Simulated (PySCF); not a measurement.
**MOH₂ across the fourth-period p block**

Level: PBE0, basis family def2-TZVP, no relativity.

Each entry is the lowest minimum that a search over a few typed start shapes (and spin states, where more than one is plausible) found, or that minimum re-optimised at the stated level; isomers with ligand–ligand bonds, or fragments after loss of a ligand pair, can lie lower. Open shells are unrestricted; no spin–orbit coupling; PySCF with density fitting.

| molecule | 2S+1 | point group | mean bond to the central atom (Å) | distinct angles (°) | highest ω (cm⁻¹) | gap (eV) | atomisation (kJ/mol) |
| --- | --- | --- | --- | --- | --- | --- | --- |
| H₂GeO | 1 | C2v | 1.572 | 113/123 | 2127 | 5.41 | 1027 |
| H₂AsO | 2 | Cs | 1.573 | 100/108 | 2186 | – | 917 |
| H₂SeO | ? | ? | ? | ? | ? | ? | ? |

Q: Fill in the row of H₂SeO.

A: 2S+1: 1; point group: Cs; mean bond to the central atom (Å): 1.554; distinct angles (°): 87/106; highest ω (cm⁻¹): 2171; gap (eV): 6.88; atomisation (kJ/mol): 896.

Left out of the table are members whose search was unfinished or whose lowest solution was spin-contaminated, unstable, very soft or bonded differently.
